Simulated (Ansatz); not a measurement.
Ansatz (an electronic-structure program) input (B3LYP-D3(BJ)/def2-TZVP):

Ansatz 0.2 input:
```yaml
crystal:
  periodic: [false, false, false]
  atoms:
    - {symbol: Hf, position_ang: [-0.00656911, -0.00108817, 0.00273600]}
    - {symbol: H, position_ang: [0.91572553, -0.48238207, 1.55220429]}
    - {symbol: H, position_ang: [-0.26579710, 1.80843184, -0.37351045]}
    - {symbol: H, position_ang: [-0.17695233, -1.24770164, -1.37568614]}
basis:
  gaussian:
    orbitals: def2-TZVP
hamiltonian:
  xc: b3lyp
  dispersion: d3bj
magnetization: {spin_polarized: true, initial_magnetization: 1}
phonons: {temperatures: {t_min: 298.15, t_max: 298.15, t_step: 100}}
```

Output:

```
Functional definition: B3LYP
integrals: 0.01 GiB planned
505 factors; their error is unknown
mean field: 0.16 GiB planned
mean field evaluation 1: about -1352.1148 eV, gradient 1.1e1 eV
mean field evaluation 2: about -1352.7002 eV, gradient 7.9e0 eV
mean field evaluation 4: about -1353.1319 eV, gradient 1.9e-1 eV
mean field evaluation 8: about -1353.1325 eV, gradient 2.7e-2 eV
mean field evaluation 16: about -1353.1345 eV, gradient 4.2e-5 eV
mean field -1353.13447632 eV, -49.7267748171 hartree, gradient 3.5e-6 eV, S^2 0.750895; 2 other end points of the search recorded, 0 dependent functions left out
the calculation of the forces begins
reference -1353.13471961 eV, -49.7267837581 hartree; 8, 7 occupied and 50, 51 virtual orbitals, 505 factors
these checks for a lower state are left out or cut short: stability, starts, cluster_reference, orbital_swaps, neighbouring_geometries, increment
integrals: 0.01 GiB planned
505 factors; their error is unknown
mean field: 0.16 GiB planned
mean field evaluation 32: about -1353.1344 eV, gradient 8.3e-7 eV
mean field -1353.13441678 eV, -49.7267726293 hartree, gradient 8.3e-7 eV, S^2 0.750896; 0 other end points of the search recorded, 0 dependent functions left out
the calculation of the forces begins
reference -1353.13466008 eV, -49.7267815703 hartree; 8, 7 occupied and 50, 51 virtual orbitals, 505 factors
these checks for a lower state are left out or cut short: stability, starts, cluster_reference, orbital_swaps, neighbouring_geometries, increment
integrals: 0.01 GiB planned
505 factors; their error is unknown
mean field: 0.16 GiB planned
mean field -1353.13442376 eV, -49.7267728857 hartree, gradient 9.9e-7 eV, S^2 0.750895; 0 other end points of the search recorded, 0 dependent functions left out
the calculation of the forces begins
reference -1353.13466706 eV, -49.7267818268 hartree; 8, 7 occupied and 50, 51 virtual orbitals, 505 factors
these checks for a lower state are left out or cut short: stability, starts, cluster_reference, orbital_swaps, neighbouring_geometries, increment
integrals: 0.01 GiB planned
505 factors; their error is unknown
mean field: 0.16 GiB planned
mean field -1353.13445797 eV, -49.7267741430 hartree, gradient 8.7e-7 eV, S^2 0.750894; 0 other end points of the search recorded, 0 dependent functions left out
the calculation of the forces begins
reference -1353.13470130 eV, -49.7267830850 hartree; 8, 7 occupied and 50, 51 virtual orbitals, 505 factors
these checks for a lower state are left out or cut short: stability, starts, cluster_reference, orbital_swaps, neighbouring_geometries, increment
integrals: 0.01 GiB planned
505 factors; their error is unknown
mean field: 0.16 GiB planned
mean field -1353.13443238 eV, -49.7267732026 hartree, gradient 8.9e-7 eV, S^2 0.750896; 0 other end points of the search recorded, 0 dependent functions left out
the calculation of the forces begins
reference -1353.13467565 eV, -49.7267821426 hartree; 8, 7 occupied and 50, 51 virtual orbitals, 505 factors
these checks for a lower state are left out or cut short: stability, starts, cluster_reference, orbital_swaps, neighbouring_geometries, increment
integrals: 0.01 GiB planned
505 factors; their error is unknown
mean field: 0.16 GiB planned
mean field -1353.13444167 eV, -49.7267735440 hartree, gradient 1.3e-6 eV, S^2 0.750896; 0 other end points of the search recorded, 0 dependent functions left out
the calculation of the forces begins
reference -1353.13468495 eV, -49.7267824843 hartree; 8, 7 occupied and 50, 51 virtual orbitals, 505 factors
these checks for a lower state are left out or cut short: stability, starts, cluster_reference, orbital_swaps, neighbouring_geometries, increment
integrals: 0.01 GiB planned
505 factors; their error is unknown
mean field: 0.16 GiB planned
mean field evaluation 64: about -1353.1345 eV, gradient 4.3e-2 eV
mean field -1353.13449471 eV, -49.7267754930 hartree, gradient 1.7e-6 eV, S^2 0.750895; 0 other end points of the search recorded, 0 dependent functions left out
the calculation of the forces begins
reference -1353.13473802 eV, -49.7267844347 hartree; 8, 7 occupied and 50, 51 virtual orbitals, 505 factors
these checks for a lower state are left out or cut short: stability, starts, cluster_reference, orbital_swaps, neighbouring_geometries, increment
integrals: 0.01 GiB planned
505 factors; their error is unknown
mean field: 0.16 GiB planned
mean field -1353.13448423 eV, -49.7267751081 hartree, gradient 8.2e-7 eV, S^2 0.750895; 0 other end points of the search recorded, 0 dependent functions left out
the calculation of the forces begins
reference -1353.13472753 eV, -49.7267840492 hartree; 8, 7 occupied and 50, 51 virtual orbitals, 505 factors
these checks for a lower state are left out or cut short: stability, starts, cluster_reference, orbital_swaps, neighbouring_geometries, increment
integrals: 0.01 GiB planned
505 factors; their error is unknown
mean field: 0.16 GiB planned
mean field -1353.13445808 eV, -49.7267741470 hartree, gradient 9.3e-7 eV, S^2 0.750895; 0 other end points of the search recorded, 0 dependent functions left out
the calculation of the forces begins
reference -1353.13470138 eV, -49.7267830880 hartree; 8, 7 occupied and 50, 51 virtual orbitals, 505 factors
these checks for a lower state are left out or cut short: stability, starts, cluster_reference, orbital_swaps, neighbouring_geometries, increment
integrals: 0.01 GiB planned
505 factors; their error is unknown
mean field: 0.16 GiB planned
mean field -1353.13441196 eV, -49.7267724519 hartree, gradient 1.5e-6 eV, S^2 0.750896; 0 other end points of the search recorded, 0 dependent functions left out
the calculation of the forces begins
reference -1353.13465524 eV, -49.7267813924 hartree; 8, 7 occupied and 50, 51 virtual orbitals, 505 factors
these checks for a lower state are left out or cut short: stability, starts, cluster_reference, orbital_swaps, neighbouring_geometries, increment
integrals: 0.01 GiB planned
505 factors; their error is unknown
mean field: 0.16 GiB planned
mean field evaluation 96: about -1353.1345 eV, gradient 1.2e-6 eV
mean field -1353.13449635 eV, -49.7267755532 hartree, gradient 1.2e-6 eV, S^2 0.750895; 0 other end points of the search recorded, 0 dependent functions left out
the calculation of the forces begins
reference -1353.13473966 eV, -49.7267844947 hartree; 8, 7 occupied and 50, 51 virtual orbitals, 505 factors
these checks for a lower state are left out or cut short: stability, starts, cluster_reference, orbital_swaps, neighbouring_geometries, increment
integrals: 0.01 GiB planned
505 factors; their error is unknown
mean field: 0.16 GiB planned
mean field -1353.13449598 eV, -49.7267755399 hartree, gradient 8.0e-7 eV, S^2 0.750895; 0 other end points of the search recorded, 0 dependent functions left out
the calculation of the forces begins
reference -1353.13473930 eV, -49.7267844817 hartree; 8, 7 occupied and 50, 51 virtual orbitals, 505 factors
these checks for a lower state are left out or cut short: stability, starts, cluster_reference, orbital_swaps, neighbouring_geometries, increment
integrals: 0.01 GiB planned
505 factors; their error is unknown
mean field: 0.16 GiB planned
mean field -1353.13439332 eV, -49.7267717672 hartree, gradient 9.8e-7 eV, S^2 0.750896; 0 other end points of the search recorded, 0 dependent functions left out
the calculation of the forces begins
reference -1353.13463660 eV, -49.7267807074 hartree; 8, 7 occupied and 50, 51 virtual orbitals, 505 factors
these checks for a lower state are left out or cut short: stability, starts, cluster_reference, orbital_swaps, neighbouring_geometries, increment
integrals: 0.01 GiB planned
505 factors; their error is unknown
mean field: 0.16 GiB planned
mean field -1353.13447716 eV, -49.7267748482 hartree, gradient 1.3e-6 eV, S^2 0.750896; 0 other end points of the search recorded, 0 dependent functions left out
the calculation of the forces begins
reference -1353.13472045 eV, -49.7267837889 hartree; 8, 7 occupied and 50, 51 virtual orbitals, 505 factors
these checks for a lower state are left out or cut short: stability, starts, cluster_reference, orbital_swaps, neighbouring_geometries, increment
integrals: 0.01 GiB planned
505 factors; their error is unknown
mean field: 0.16 GiB planned
mean field -1353.13447169 eV, -49.7267746470 hartree, gradient 1.3e-6 eV, S^2 0.750895; 0 other end points of the search recorded, 0 dependent functions left out
the calculation of the forces begins
reference -1353.13471499 eV, -49.7267835882 hartree; 8, 7 occupied and 50, 51 virtual orbitals, 505 factors
Total energy: -1353.20769360 eV, -49.7294655027 hartree
Atom 0 at    -0.006569    -0.001088     0.002736 Å, force     0.000524     0.000087    -0.000217 eV/Å
Atom 1 at     0.915726    -0.482382     1.552204 Å, force    -0.000334     0.000075    -0.000268 eV/Å
Atom 2 at    -0.265797     1.808432    -0.373510 Å, force    -0.000087    -0.000404     0.000134 eV/Å
Atom 3 at    -0.176952    -1.247702    -1.375686 Å, force    -0.000103     0.000242     0.000351 eV/Å
Dipole moment:    -0.117864    -0.019524     0.049090 e Å
Vibrations: 152.92 662.12 662.12 1651.22 1651.22 1696.84 cm⁻¹, zero-point energy 0.401487 eV
```

The spin state was set by rule; other spins were not relaxed.
